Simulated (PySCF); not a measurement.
AlAs2H5. Atoms are numbered in the order given.

```xyz
8

Al     0.0000     0.0000    -0.9950
As     2.1265     0.0614     0.2136
H      2.6694    -1.1124    -0.6063
H      1.5813    -0.8462     1.3182
As    -2.1265    -0.0614     0.2136
H     -2.6694     1.1124    -0.6063
H     -1.5813     0.8462     1.3182
H      0.0000     0.0000    -2.5833
```

Coordinates come from a B3LYP-D3(BJ)/def2-SVP optimisation. The structure was generated by enumeration; whether it is a known compound was not checked.

Calculation: B3LYP/pcSseg-1 run with PySCF.

GIAO shieldings, no solvent; atoms listed in one row are averaged. δ = σ(ref) − σ: ⁷⁵As against AsH3 (σ = 1863.6 ppm); ¹H against TMS (σ = 31.68 ppm), references at their B3LYP-D3(BJ)/def2-TZVP geometries, non-relativistic.

```tsv
nucleus	atoms	count	δ (ppm)
⁷⁵As	As2, As5	2	5.2
¹H	H8	1	7.03
¹H	H3, H6	2	2.31
¹H	H7, H4	2	2.19
```
